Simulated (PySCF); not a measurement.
Be(H)(Me) (CH4Be), SMILES [BeH][CH3]. Atoms are numbered in the order given.

```xyz
6

Be     0.0000     0.0000    -1.0691
H      0.0000     0.0000    -2.4074
C      0.0000     0.0000     0.6056
H     -0.8798     0.5079     1.0167
H      0.8798     0.5079     1.0167
H      0.0000    -1.0159     1.0167
```
Charge 0, spin multiplicity 1.

The structure is a stationary point at PBE0-D3(BJ)/def2-TZVPD.

Calculation: TDDFT-PBE0/def2-TZVPD (PySCF).

Vertical excitations; the highest root listed may be one member of a degenerate set. The molecule is in vacuum. State labels are in the subgroup Cs.

Computed UV-visible absorptions:
```
state  symmetry  energy (eV)  λ (nm)      f                            main pairs
-----  --------  -----------  ------  -----  ------------------------------------
S1           A'         6.48     191  0.001            HOMO→LUMO (degenerate set)
S2           A"         6.48     191  0.001          HOMO→LUMO+1 (degenerate set)
S3           A'         7.46     166  0.125                      HOMO→LUMO+2 95 %
S4           A"         7.95     156  0.201        HOMO−1→LUMO+1 (degenerate set)
S5           A'         7.95     156  0.201          HOMO−1→LUMO (degenerate set)
S6           A'         8.50     146  0.077                      HOMO→LUMO+3 89 %
S7           A'         8.58     145  0.001                    HOMO−1→LUMO+2 85 %
S8           A"         8.78     141  0.033          HOMO→LUMO+5 (degenerate set)
S9           A'         8.78     141  0.033          HOMO→LUMO+4 (degenerate set)
S10          A"         9.20     135  0.000  HOMO−2→LUMO 49 %, HOMO−3→LUMO+1 49 %
T1           A"         5.96     208      0          HOMO→LUMO+1 (degenerate set)
T2           A'         5.96     208      0            HOMO→LUMO (degenerate set)
T3           A"         6.59     188      0        HOMO−1→LUMO+1 (degenerate set)
T4           A'         6.59     188      0          HOMO−1→LUMO (degenerate set)
```
Triplets are in the Tamm–Dancoff approximation, which puts them higher than full response would, so one can lie above its singlet here.
